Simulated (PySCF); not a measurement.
## Ionisation energy along the 9-electron series

Calculated with PySCF 2.14 and a two-component X2C-1e Hamiltonian (Gaussian nucleus, no Breit or QED terms), each ion in its own even-tempered basis scaled to its charge; GMP2 freezes nothing and drops the highest virtual spinors. Values in eV. NIST values: (m) measured, (s) semi-empirical, (t) theoretical.

```tsv
ion	configuration	GHF (spin-free)	GMP2 (spin-free)	GHF (screened spin-orbit)	GMP2 (screened spin-orbit)	NIST
Cr(15+)	[He] 2s2 2p5	1096.7	1098.2	1095.4	1096.8	1097.2 ± 1.4 (s)
Mn(16+)	[He] 2s2 2p5	1223.9	1225.4	1222.2	1223.6	1224.1 ± 1.5 (s)
Fe(17+)	[He] 2s2 2p5	1358.0	1359.5	1355.8	1357.3	1357.8 ± 1.9 (s)
```

Between Z = 24 and Z = 26 the GMP2 (screened spin-orbit) value grows as Z to the power 2.66.
